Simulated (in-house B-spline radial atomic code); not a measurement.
The numbers below are computed, except where a source is named.
## As ion on W atom: potential, deflection and energy transfer

The pair potential comes from two frozen, spherical free-atom densities (PBE, B-spline radial code, scalar-relativistic past argon): electrostatics plus the change in Thomas-Fermi kinetic and Dirac exchange energy where they overlap, the recipe behind the universal ZBL potential, which averages such potentials (from solid-state densities) over many pairs. It is written V = (Z1 Z2 e²/r) φ(r/a), with e² = 14.3996 eV·Å and a = 0.46850 Å/(Z1^0.23 + Z2^0.23); ZBL's fit is φ = 0.18175 e^(−3.1998x) + 0.50986 e^(−0.94229x) + 0.28022 e^(−0.4029x) + 0.02817 e^(−0.20162x). Where φ falls below 4e-4 it is continued as an exponential.

Masses 74.92 and 183.84 u.

```json
{"x = r/a": "0.1", "φ, this pair": "0.8832", "φ, ZBL": "0.8928"}
{"x = r/a": "0.25", "φ, this pair": "0.7563", "φ, ZBL": "0.7647"}
{"x = r/a": "0.5", "φ, this pair": "0.6043", "φ, ZBL": "0.6096"}
{"x = r/a": "1", "φ, this pair": "0.4118", "φ, ZBL": "0.4164"}
{"x = r/a": "1.5", "φ, this pair": "0.2949", "φ, ZBL": "0.2995"}
{"x = r/a": "2", "φ, this pair": "0.2178", "φ, ZBL": "0.2218"}
{"x = r/a": "3", "φ, this pair": "0.1263", "φ, ZBL": "0.1292"}
{"x = r/a": "4", "φ, this pair": "0.07738", "φ, ZBL": "0.08026"}
{"x = r/a": "5", "φ, this pair": "0.04994", "φ, ZBL": "0.05224"}
{"x = r/a": "6.5", "φ, this pair": "0.02715", "φ, ZBL": "0.02914"}
{"x = r/a": "8", "φ, this pair": "0.01557", "φ, ZBL": "0.01705"}
{"x = r/a": "10", "φ, this pair": "0.008115", "φ, ZBL": "0.008778"}
{"x = r/a": "12", "φ, this pair": "0.004522", "φ, ZBL": "0.00474"}
{"x = r/a": "14.5", "φ, this pair": "0.002328", "φ, ZBL": "0.002328"}
{"x = r/a": "17", "φ, this pair": "0.001255", "φ, ZBL": "0.001212"}
{"x = r/a": "20", "φ, this pair": "0.0006103", "φ, ZBL": "0.0005882"}
```

At x = 6.5 the electrostatic, kinetic and exchange parts are -271.04, 1960.65 and -145.03 eV. Find r, V and φ.

a = 0.46850/(2.2349 + 2.6911) = 0.09511 Å, so r = 0.61820 Å. V = -271.04 + 1960.65 + (-145.03) = 1544.58 eV. The bare repulsion is 33 × 74 × 14.3996/0.61820 = 56881 eV, so φ = 0.0272, -6.8 % against ZBL's 0.0291. The kinetic (Pauli) term is 127 % of V here, as the other two terms together attract.

The ion comes in at 5.204 keV with impact parameter 0.0476 Å. The scattering integral gives a centre-of-mass angle of 164.3° and a closest approach of 5.014 a. What are the reduced energy, the energy passed on and the laboratory angles?

ε = E a M2/(Z1 Z2 e² (M1 + M2)) = 5204 × 1.9216e-06 = 0.01. The most that one collision can pass on is γE with γ = 4 M1 M2/(M1 + M2)² = 0.8228. Here T = γE sin²(θ/2) = 0.8228 × 5204 × 0.9813 = 4202 eV. The ion turns by arctan(sin θ/(cos θ + M1/M2)) = 154.0° (second quadrant: it bounces back), and the struck atom leaves at (180° − θ)/2 = 7.9°. The closest approach is 0.477 Å. With ZBL the angle would be 164.45° and T = 4204 eV.
